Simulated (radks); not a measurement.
Q: The mean radii <r> (bohr) of the occupied orbitals of an atom or ion are listed with their occupations. Calculated with a radial shooting solver on a logarithmic mesh with Libxc functionals: Dirac Kohn-Sham, BLYP, spin-unpolarised, spherical densities, finite nucleus; Fermi nuclear charge, rms radius of each element as measured or else 0.836 A^(1/3) + 0.57 fm.

| orbital | occ. | <r> |
|---|---|---|
| 1s1/2 | 2 | 0.02037 |
| 2s1/2 | 2 | 0.08590 |
| 2p1/2 | 2 | 0.07147 |
| 2p3/2 | 4 | 0.07875 |
| 3s1/2 | 2 | 0.2248 |
| 3p1/2 | 2 | 0.2145 |
| 3p3/2 | 4 | 0.2281 |
| 3d3/2 | 4 | 0.2011 |
| 3d5/2 | 6 | 0.2053 |
| 4s1/2 | 2 | 0.4974 |
| 4p1/2 | 2 | 0.5032 |
| 4p3/2 | 4 | 0.5305 |
| 4d3/2 | 4 | 0.5436 |
| 4d5/2 | 6 | 0.5522 |
| 4f5/2 | 5 | 0.5720 |

Name the element and its charge. Open shells, if any, fill j = l - 1/2 first.

A: Z = 68, erbium, charge +17: Er17+ in [Kr] 4d10 4f5. The 1s radius gives Z: for a bare nucleus <r> = (2 gamma + 1)/(2Z) with gamma = sqrt(1 - (Z/c)^2), 0.02012 bohr for Z = 68, and screening makes it slightly larger (0.02037 here). The occupations add up to 51, and the charge is Z minus that.
